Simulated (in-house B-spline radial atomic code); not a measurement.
Ionising Ta VII (Ta6+) with different functionals

Computed with a B-spline radial code for spherical atoms: four-component Dirac-Coulomb Hamiltonian, Fermi nucleus of rms radius 5.3507 fm, spin-restricted, spherical fractional occupations for the functionals, and exact exchange of hybrids averaged over the configuration. The ionisation energy is the difference of two self-consistent energies, [Xe] 4f13 → [Kr] 4d10 4f13 5s2 5p5, without Breit or QED terms; ε is the level of the shell that loses the electron (mean over j). The electron is taken from both j subshells in proportion to 2j + 1, so the result is a j average, not the step between ground levels.

```
 method                    rung  ΔSCF (eV)  -ε(5p) (eV)
  B97-1           global hybrid     124.01       117.08
   PBE0           global hybrid     124.05       117.51
  wB97X  range-separated hybrid     123.67       119.77
LC-wPBE  range-separated hybrid     123.94       120.22
```

Q: Among the functionals, which spreads more, the ΔSCF values or the orbital energies?

A: The orbital energies: ΔSCF values span about 0.38 eV and the orbital energies 3.14 eV; here energy differences depend much less on the functional than eigenvalues do.

Q: How do they compare with the NIST value?

A: NIST lists 119 eV ± 6 (tabulated theory, ground level to ground level). Errors run from +4.67 to +5.05 eV; all lie within about twice that uncertainty, so the table can't rank the methods.
